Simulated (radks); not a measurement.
Results of a calculation; reference values are marked as such.
The bromine anion Br-, [Kr], held by a Watson sphere: a shell of charge +1 at radius R that stands for the Madelung well of a crystal (potential energy -1/R inside, -1/r outside, in hartree with lengths in bohr). Code: a radial shooting solver on a logarithmic mesh with Libxc functionals. Model: scalar-relativistic Kohn-Sham, r2SCAN, spin-unpolarised, spherical densities, finite nucleus; meta-GGA in the generalised Kohn-Sham scheme; Fermi nuclear charge, rms radius of each element as measured or else 0.836 A^(1/3) + 0.57 fm.

R (bohr)  e(3d) (eV)  e(4s) (eV)  e(4p) (eV)  <r> 4p (bohr)  sum of <r^2> (bohr^2)  X-ray form factor at sin(theta)/lambda = 0.1 1/angstrom
2.7          -66.327     -20.296      -8.072          2.166                  47.49                                                   33.022
3.69         -65.311     -18.870      -6.747          2.239                  50.32                                                   32.910
4.05         -64.942     -18.436      -6.317          2.256                  51.01                                                   32.887
4.79         -64.239     -17.666      -5.542          2.278                  52.01                                                   32.857
5.11         -63.966     -17.378      -5.251          2.284                  52.31                                                   32.850
